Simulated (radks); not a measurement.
Task: Numerical settings for the oxygen ion O2+, [He] 2s2 2p2. Method: scalar-relativistic Kohn-Sham, BLYP, spin-polarised, spherical densities, finite nucleus; open shells are filled with parallel spins first; Fermi nuclear charge, rms radius 2.6991 fm; computed with a radial shooting solver on a logarithmic mesh with Libxc functionals. The defaults (mesh step 0.008 in ln r, mesh end at 40 bohr or more with all orbitals vanishing there, Anderson mixing 0.5 over 9 steps, residual threshold near 1e-9 with the energy settled to 1e-9 hartree or 1e-11 of itself, here a cap of 92 iterations) give E = -73.3280 hartree and 2p at -45.026 eV in 30 iterations. Times are rough (one thread of a shared host). One setting is changed at a time: mesh step in ln r 0.08; mesh step in ln r 0.05; mesh step in ln r 0.012; mesh end (bohr) 8; mesh end (bohr) 5; residual threshold 1e-13; residual threshold 1e-16; mixing 2.5; linear mixing, mixing 1; linear mixing, mixing 0.8; mixing history 20; iteration cap 3. Which runs fail to converge, and which converge to a wrong energy?

Result: Not converged within the cap: mesh step in ln r 0.08; residual threshold 1e-13; residual threshold 1e-16; mixing 2.5; linear mixing, mixing 1; linear mixing, mixing 0.8; iteration cap 3. No run marked as converged misses the energy by more than 1 mhartree.
